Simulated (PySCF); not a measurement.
Compound: C6H8F4.
Atom-mapped SMILES: `[CH3:1]/[C:2](=[CH:3]/[CH2:4][F:5])[CH2:6][C:7]([F:8])([F:9])[F:10]` (hydrogens: H11, H12, H13 on C1; H14 on C3; H15, H16 on C4; H17, H18 on C6)

The same species was optimised twice, with GFN2-xTB and with PBE0-D3(BJ)/def2-SVP (PySCF), and the same property calculations (PySCF, gas phase) were run on both structures.

| coordinate | GFN2-xTB | PBE0-D3(BJ)/def2-SVP | change |
| --- | --- | --- | --- |
| C2=C3 (Å) | 1.329 | 1.341 | +0.012 |
| C6–C7 (Å) | 1.518 | 1.509 | -0.009 |
| C7–F9 (Å) | 1.342 | 1.335 | -0.007 |
| C7–F10 (Å) | 1.342 | 1.338 | -0.004 |
| C7–F8 (Å) | 1.343 | 1.340 | -0.003 |
| C2–C6 (Å) | 1.511 | 1.509 | -0.002 |
| C3–C4 (Å) | 1.501 | 1.499 | -0.002 |
| C1–C2 (Å) | 1.496 | 1.498 | +0.002 |
| C4–F5 (Å) | 1.382 | 1.381 | -0.001 |
| C2–C6–C7 (°) | 111.1 | 113.2 | +2.1 |
| C6–C7–F10 (°) | 112.9 | 111.8 | -1.1 |
| F8–C7–F9 (°) | 106.2 | 107.2 | +1.0 |
| C1–C2–C6 (°) | 115.0 | 116.0 | +1.0 |
| F9–C7–F10 (°) | 106.4 | 107.3 | +0.9 |
| F8–C7–F10 (°) | 106.2 | 106.9 | +0.7 |
| C6–C7–F9 (°) | 111.7 | 111.0 | -0.7 |
| C3–C2–C6 (°) | 123.0 | 122.3 | -0.7 |
| C2–C3–C4–F5 (°) | 50 | 47 | -3 |
| C1–C2–C6–C7 (°) | -89 | -87 | +2 |
| C2–C6–C7–F8 (°) | 63 | 59 | -4 |

Rotational constants: A = 1726, B = 981.0, C = 755.7 MHz (GFN2-xTB) against A = 1711, B = 984.8, C = 752.8 MHz (PBE0-D3(BJ)/def2-SVP). Point groups within 0.08 Å: C1 and C1.

On the GFN2-xTB structure: HOMO (eV) -7.62 [PBE0/pcSseg-1]; LUMO (eV) -0.44 [PBE0/pcSseg-1]; dipole (D) 2.26 [PBE0/pcSseg-1]; GIAO shielding of C1 (ppm) 157.8 [PBE0/pcSseg-1]; GIAO shielding of C2 (ppm) 40.9 [PBE0/pcSseg-1]; GIAO shielding of C3 (ppm) 53.1 [PBE0/pcSseg-1]; GIAO shielding of C4 (ppm) 104.4 [PBE0/pcSseg-1]; GIAO shielding of F5 (ppm) 425.3 [PBE0/pcSseg-1]; GIAO shielding of C6 (ppm) 146.2 [PBE0/pcSseg-1]; GIAO shielding of C7 (ppm) 50.8 [PBE0/pcSseg-1]; GIAO shielding of F8/F9/F10 (mean) (ppm) 251.6 [PBE0/pcSseg-1].

Question: What do these properties become on the PBE0-D3(BJ)/def2-SVP structure?

Answer: 
```
                                    property          level  on GFN2-xTB  on PBE0-D3(BJ)/def2-SVP  change
                                   HOMO (eV)  PBE0/pcSseg-1        -7.62                    -7.53   +0.09
                                   LUMO (eV)  PBE0/pcSseg-1        -0.44                    -0.47   -0.03
                                  dipole (D)  PBE0/pcSseg-1         2.26                     2.26    0.00
energy, GFN2-xTB geometry as zero (kcal/mol)  PBE0/pcSseg-1          0.0                     -0.5    -0.5
                  GIAO shielding of C1 (ppm)  PBE0/pcSseg-1        157.8                    155.9    -1.9
                  GIAO shielding of C2 (ppm)  PBE0/pcSseg-1         40.9                     39.0    -1.9
                  GIAO shielding of C3 (ppm)  PBE0/pcSseg-1         53.1                     50.1    -3.0
                  GIAO shielding of C4 (ppm)  PBE0/pcSseg-1        104.4                    103.8    -0.6
                  GIAO shielding of F5 (ppm)  PBE0/pcSseg-1        425.3                    424.4    -0.9
                  GIAO shielding of C6 (ppm)  PBE0/pcSseg-1        146.2                    146.0    -0.2
                  GIAO shielding of C7 (ppm)  PBE0/pcSseg-1         50.8                     52.2    +1.4
    GIAO shielding of F8/F9/F10 (mean) (ppm)  PBE0/pcSseg-1        251.6                    255.5    +3.9
```

The heavy atoms differ by 0.043 Å rms after alignment. Among bonds between heavy atoms C2=C3 changes most (+0.012 Å). Changes are differences of the printed values. Neither structure is proved a minimum here.

The values belong to the conformer `[CH3:1]/[C:2](=[CH:3]/[CH2:4][F:5])[CH2:6][C:7]([F:8])([F:9])[F:10]`: C2–C3–C4–F5 47°, C1–C2–C6–C7 -87°, C2–C6–C7–F8 59°.
